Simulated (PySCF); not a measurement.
The PySCF input:
```python
from pyscf import gto, scf, solvent

mol = gto.Mole()
mol.atom = '''
    B    -0.00000000   -0.00000000   -0.57858560
    N     0.00000000    0.00000000    0.65947354
    H    -0.00000000   -0.00000000   -1.72338677
'''
mol.basis = 'def2-svp'
mol.spin = 1
mol.verbose = 4
mol.build()

mf = scf.UHF(mol)
mf.kernel()
```

Question: What does this run give for the total energy, number of basis functions, <S^2>?

Answer: 
The total energy comes out as -79.5632 Eh, the number of basis functions comes out as 33 and the <S^2> is 0.762.

These values belong to the state on which the SCF converged, which isn't shown to be the lowest.
